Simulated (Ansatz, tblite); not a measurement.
Adding an electron: the cluster Zn2O⁺ (the lowest doublet isomer of a short search). Total charge 1; doublet. Geometry: PBE-D4/def2-TZVP. Ansatz, gas phase; energy differences of separate SCF runs; the reduced species is a triplet (the singlet lies 0.22 eV higher at PBE0-D4/def2-TZVP).

| atom | x (Å) | y (Å) | z (Å) |
| --- | --- | --- | --- |
| Zn1 | -0.8284 | -0.3071 | 1.4645 |
| Zn2 | 0.5949 | 0.6217 | -1.4781 |
| O3 | 0.2335 | -0.3146 | 0.0136 |

The xTB rows come from tblite. The order of the spin states hangs on the level: the singlet lies 0.27 eV below the triplet at PBE-D4/def2-TZVP, but 0.16 eV above it at r2SCAN-D4/def2-TZVP. The singlet is doubtful at r2SCAN-D4/def2-TZVP (restricted singlet with a triplet 0.16 eV lower at the same geometry). The structure comes from a short search, and lower isomers may exist.

```tsv
level	−HOMO (eV)	−LUMO (eV)	vertical EA (eV)	HOMO–LUMO gap (eV)
GFN1-xTB	–	–	11.64	–
GFN2-xTB	–	–	13.37	–
PBE-D4/def2-TZVP	10.84	9.93	7.28	0.91
r2SCAN-D4/def2-TZVP	11.01	10.06	7.53	0.95
PBE0-D4/def2-TZVP	11.22	9.25	7.39	1.96
```

  HOMO and LUMO are the levels of the spin that leaves or enters (xTB has no such levels and no spin-polarisation term). Other spin states of the ions may lie lower, which would lower the ionisation energy or raise the affinity. Raw xTB energy differences between charge states are shifted by several eV; the methods need an empirical correction for them.
